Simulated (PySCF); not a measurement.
**Computed structure and properties of Sm(OH)3(NH3)**

System: Sm(OH)3(NH3) (singlet in the valence; each metal's 4f electrons, 5 of them, lie in its core potential, out of spins and levels); start: template (C1). Method: PySCF 2.14.0, RKS PBE0, Sm lcecp-1-SVP with ECP51, O def2-SVP, H def2-SVP, N def2-SVP; non-relativistic Hamiltonian with scalar-relativistic core potentials where named; density fitting; no spin-orbit coupling.

Input of the relaxation:

```python
mol = gto.M(atom='''
Sm     0.01699    -0.01586     0.01359
O      1.28589     1.25304     1.28249
H      1.80549     1.52514     2.04959
O     -1.25191    -1.28476     1.28249
H     -1.77151    -1.55686     2.04959
O      1.28589    -1.28476    -1.25531
H      1.80549    -2.05186    -1.52741
N     -1.45961     1.46074    -1.46301
H     -2.07271     2.07384    -0.92591
H     -0.92251     2.07384    -2.07611
H     -2.07271     0.92364    -2.07611''',
    basis={'Sm': 'lcecp-1-SVP', 'O': 'def2-SVP', 'H': 'def2-SVP', 'N': 'def2-SVP'},
    ecp={'Sm': 'lcecp-1-SVP'},
    charge=0, spin=0)
mf = dft.RKS(mol, xc='PBE0')
mf.grids.atom_grid = (50, 194)  # f atoms: unpruned, at least (60, 302)
mf = mf.density_fit()  # fitting sets: Sm AutoAux, O def2-universal-JKFIT, H def2-universal-JKFIT, N def2-universal-JKFIT
mf.conv_tol = 1e-08; mf.max_cycle = 55
mf.kernel(dm0)  # dm0: converged density of the start geometry
# quasi-Newton relaxation in Cartesian coordinates to a largest gradient under 0.00045 Eh/bohr, steps kept in the point group
```

Run from Python with OMP_NUM_THREADS=2; the lines above give its settings. Where DIIS fails, smearing, a level shift and second-order steps follow.
It took 91 s on 2 threads of Arm Neoverse V2 (shared host), from the converged density of the start.

Course of the relaxation:

```
step  energy above end (eV)  largest force component within the symmetry (eV/Å)
   0                 0.4522                                               1.712
   1                 0.2026                                               0.937
   2                 0.1144                                               0.490
   3                 0.0988                                               0.697
   4                 0.0750                                               0.180
   5                 0.0494                                               0.266
   6                 0.0363                                               0.326
   7                 0.0256                                               0.228
  12                 0.0009                                               0.053
  13                 0.0006                                               0.023
  14                 0.0003                                               0.045
  15                 0.0002                                               0.020
  16                 0.0001                                               0.022
  17                 0.0000                                               0.018
```
(The steps between are left out.)

Relaxed geometry (nearly C3v):

```xyz
11

Sm    0.1705   -0.2098    0.2582
O     1.2194    1.3416    1.2393
H     1.7329    1.9746    1.7390
O    -1.4420   -1.1314    1.2698
H    -2.1017   -1.5985    1.7809
O     1.1568   -1.2863   -1.2716
H     1.6556   -1.8133   -1.8944
N    -1.2737    1.2953   -1.2752
H    -1.8767    1.9119   -0.7297
H    -0.7102    1.8902   -1.8832
H    -1.8821    0.7419   -1.8792
```

```csv
contact,Å
Sm1–O2 (OH),2.114
Sm1–O4 (OH),2.115
Sm1–O6 (OH),2.115
Sm1–N8 (NH3),2.589
```

On the finer grid (75, 302):

| Property | Result |
| --- | --- |
| HOMO | -6.95 eV |
| LUMO | -0.26 eV |
| Dipole about the centre of mass | 4.21 D |
| Set of Mulliken populations of Sm1 outside the core potential | s 2.16, p 6.40, d 1.39, f 0.10 |
| D3(BJ) dispersion energy (not in the energies) | -0.160 eV |

```csv
atom,Mulliken (e),Löwdin (e),spin (e)
Sm1,0.95,0.51,0.00
O2,-0.54,-0.33,0.00
H3,0.17,0.07,0.00
O4,-0.55,-0.34,0.00
H5,0.17,0.07,0.00
O6,-0.55,-0.34,0.00
H7,0.17,0.07,0.00
N8,-0.30,-0.02,0.00
H9,0.16,0.10,0.00
H10,0.16,0.10,0.00
H11,0.16,0.10,0.00
```

The 4f levels lie in the core potential and are missing. Their spin isn't counted.

No frequency check is given for this geometry.

Taking off one OH (charge -1, singlet; the rest: singlet) in vacuum, both parts rigid, costs 10.27 eV; the small basis without counterpoise inflates it. Most of it is the attraction of opposite charges; other ways to part are cheaper, and one spin state was tried for the rest.

Rigid scan of OH along the line from its metal:

distance to O2 (Å), energy (eV) and a bar:
```
     1.81      1.263 #########
     1.91      0.483 ###
     2.01      0.105 #
     2.11      0.000 
     2.21      0.078 #
     2.31      0.274 ##
     2.51      0.855 ######
     2.81      1.865 #############
     3.21      3.104 ######################
     3.71      4.316 ##############################
```

Taking off one NH3 (charge 0, singlet; the rest: singlet) in vacuum, both parts rigid, costs 1.27 eV; the small basis without counterpoise inflates it.

Rigid scan of NH3 along the line from its metal:

| distance to N8 (Å) | energy (eV) |
| --- | --- |
| 2.29 | 0.310 |
| 2.39 | 0.119 |
| 2.49 | 0.026 |
| 2.59 | 0.000 |
| 2.69 | 0.019 |
| 2.79 | 0.065 |
| 2.99 | 0.202 |
| 3.29 | 0.428 |
| 3.69 | 0.682 |
| 4.19 | 0.898 |

One start shape was tried, so this needn't be the lowest isomer.

An lcecp potential fixes the number of 4f electrons, so in runs with it no electron can move into or out of that shell.
